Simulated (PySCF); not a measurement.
**Simulated absorption spectrum**

Compound: C₅H₇FNO (charge +1).
SMILES with atom numbers: `[CH3:1][n+:2]1[cH:3][o:4][cH:5][c:6]1[CH2:7][F:8]` (hydrogens: H9, H10, H11 on C1; H12 on C3; H13 on C5; H14, H15 on C7)

Structure used (GFN2-xTB), in Å, numbered top down from 1:
```xyz
15
C5H7FNO angstrom
C     -1.5322    0.0570    0.8740
N     -0.4102   -0.5393    0.2037
C     -0.1645   -1.8278    0.0535
O      0.9416   -2.0196   -0.6014
C      1.4587   -0.8186   -0.8908
C      0.6264    0.1444   -0.4010
C      0.7209    1.6336   -0.4179
F      0.5650    2.1083    0.8534
H     -2.0819    0.6985    0.1833
H     -2.1934   -0.7200    1.2494
H     -1.1861    0.6743    1.7053
H     -0.7598   -2.6514    0.4078
H      2.3851   -0.7675   -1.4308
H      1.7007    1.9555   -0.7820
H     -0.0747    2.0806   -1.0286
```

Method: PySCF 2.14.0, density-fitted response routines, TDDFT wB97X-D/def2-SVPD, vertical, gas phase, core orbitals frozen in the response.

Computed states:

| state | E (eV) | f |
| --- | --- | --- |
| S1 | 6.12 | 0.133 |
| S2 | 7.32 | 0.073 |
| S3 | 8.23 | 0.043 |
| S4 | 8.30 | 0.196 |
| S5 | 8.41 | 0.057 |
| S6 | 8.63 | 0.144 |
| S7 | 8.71 | 0.029 |
| S8 | 8.80 | 0.016 |

Each state is given a Gaussian of 0.25 eV full width at half maximum, with ε(max) = 2.175×10⁸ f / Δν̃ (Δν̃ the width in cm⁻¹). The width is an assumption, not a result. The curve ends short of the highest state used, and states not computed would add to its high-energy end.

Q: What does the envelope look like, and where are its maxima?

A: 
(λ (nm), ε (L mol⁻¹ cm⁻¹)): (151.2, 18949), (153.4, 4475), (155.6, 395), (157.8, 14), (160.0, 2), (162.3, 85), (164.5, 971), (166.7, 4262), (168.9, 7740), (171.2, 6041), (173.4, 2206), (175.6, 402), (177.8, 38), (180.1, 2), (182.3, 0), (184.5, 0), (186.7, 0), (189.0, 3), (191.2, 46), (193.4, 380), (195.6, 1881), (197.8, 5753), (200.1, 11433), (202.3, 14325), (204.5, 12094), (206.7, 7054), (209.0, 2773), (211.2, 815), (213.4, 177), (215.6, 29)

Maxima: 202 nm (6.12 eV), ε about 14000, made up of S1 (100%); 169 nm (7.32 eV), ε about 7900, made up of S2 (100%) (ε in L mol⁻¹ cm⁻¹; maxima over ε = 5, shares over 10%). At its high-energy end, 8.20 eV, the curve is still rising (ε about 19000, from S3 and S4).

Q: On this curve, what absorbance would a 10⁻³ mol/L sample give at 193 nm over a 1 cm path?

A: 193 nm is 6.424 eV, where ε is about 270 L mol⁻¹ cm⁻¹, so A = ε c l ≈ 0.27 (Beer–Lambert, with the gas-phase spectrum and the assumed width).

Q: Does any computed singlet lie in the visible range?

A: No computed singlet lies in the visible range (380 to 750 nm); the lowest, at 202 nm, stands 2.86 eV above its violet end (3.26 eV).

Q: What would ε be at 6.12 eV, the highest of these maxima, with half the width (0.125 eV)?

A: About 28600 L mol⁻¹ cm⁻¹ against 14300, a factor of about 1.99; a lone state at its own centre would give exactly 2.

One conformer stands for the species.
